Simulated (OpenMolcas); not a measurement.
# 5d³ along the 71-electron sequence

* Program: OpenMolcas
* Method: RASSCF
* Basis: ANO-RCC-VQZP
* Scalar Hamiltonian: DKH2, point nucleus
* Spin-orbit coupling: RASSI with atomic mean-field integrals over the reference wave functions, term energies averaged over their components

Active space for each ion: 9 electrons in 8 orbitals (RAS1 5p, at most 2 holes; RAS2 5d).

Computed levels in cm-1 above ⁴F_3/2:

| Level | Re4+ | Os5+ | Ir6+ | Pt7+ |
| --- | --- | --- | --- | --- |
| ⁴F_5/2 | 4925 | 6305 | 7983 | 9894 |
| ⁴F_7/2 | 9388 | 11687 | 14379 | 17296 |
| ⁴F_9/2 | 12918 | 15631 | 18677 | 21806 |
| ⁴P_1/2 | 16635 | 18866 | 21372 | 23973 |
| ²G_7/2 | 21789 | 25309 | 29374 | 33695 |
| ²H_9/2 | 22841 | 26526 | 30828 | 35460 |
| ⁴P_5/2 | 23012 | 26691 | 30849 | 35188 |
| ²P_1/2 | 27463 | 31881 | 36922 | 42220 |
| ²H_11/2 | 31149 | 35983 | 41413 | 47053 |
| weight of ⁴F in the lowest level (%) | 87 | 84 | 82 | 79 |

Mixed levels, with the weight of the term that names them: Re4+ ⁴F_9/2 (74 %), Re4+ ⁴P_1/2 (75 %), Re4+ ²H_9/2 (55 %), Re4+ ²P_1/2 (75 %), Os5+ ⁴F_9/2 (67 %), Os5+ ⁴P_1/2 (73 %), Os5+ ²H_9/2 (56 %), Os5+ ²P_1/2 (73 %), Ir6+ ⁴F_9/2 (60 %), Ir6+ ⁴P_1/2 (72 %), Ir6+ ²H_9/2 (56 %), Ir6+ ²P_1/2 (72 %), Pt7+ ⁴F_9/2 (53 %), Pt7+ ⁴P_1/2 (70 %), Pt7+ ²H_9/2 (56 %), Pt7+ ²P_1/2 (70 %).

Measured, with the error of the calculation in %. Measured levels: Re4+ from the list in Brasseur, Gamrath and Quinet, At. Data Nucl. Data Tables 157, 101636 (2024); Os5+ from the list in Brasseur, Palmeri and Quinet, Atoms 13, 11 (2025).

```json
{"Level": "⁴F_5/2", "Re4+": "4853 (+1.5)", "Os5+": "6397 (-1.4)"}
{"Level": "⁴F_7/2", "Re4+": "8973 (+4.6)", "Os5+": "11444 (+2.1)"}
{"Level": "⁴F_9/2", "Re4+": "11914 (+8.4)", "Os5+": "14678 (+6.5)"}
{"Level": "⁴P_1/2", "Re4+": "14325 (+16.1)", "Os5+": "16772 (+12.5)"}
{"Level": "²G_7/2", "Re4+": "19013 (+14.6)", "Os5+": "22920 (+10.4)"}
{"Level": "²H_9/2", "Re4+": "", "Os5+": "24028 (+10.4)"}
{"Level": "⁴P_5/2", "Re4+": "20922 (+10.0)", "Os5+": "24828 (+7.5)"}
{"Level": "²P_1/2", "Re4+": "23669 (+16.0)", "Os5+": "28860 (+10.5)"}
{"Level": "²H_11/2", "Re4+": "27077 (+15.0)", "Os5+": "32156 (+11.9)"}
```

The fine-structure level ⁴F_9/2 changes by a factor of 1.69 from Re4+ to Pt7+. Its fourth root runs 10.66, 11.18, 11.69, 12.15, with steps per unit of Z of 0.52, 0.51, 0.46; equal steps would mean a (Z - σ)^4 law with constant σ.

⁴P_1/2 changes by a factor of 1.44 over the same range, with steps per unit of Z of +2230, +2510, +2600 cm-1.

Without dynamic correlation excited terms often stand tens of per cent too high (terms of higher spin than the ground term too low), and those without a measured partner can miss by more than the paired ones. Active for correlation alone: 5p; no level in the range computed is led by a configuration that opens it, so any true level of that kind is missing. Measured partners are found by configuration, term and J. A level has none where our copy of the source lacks it or the pairing is in doubt (some pairs that miss far off the trend of their configuration count as doubtful), and it then counts in no deviation. Levels of configurations outside the active space are missing.
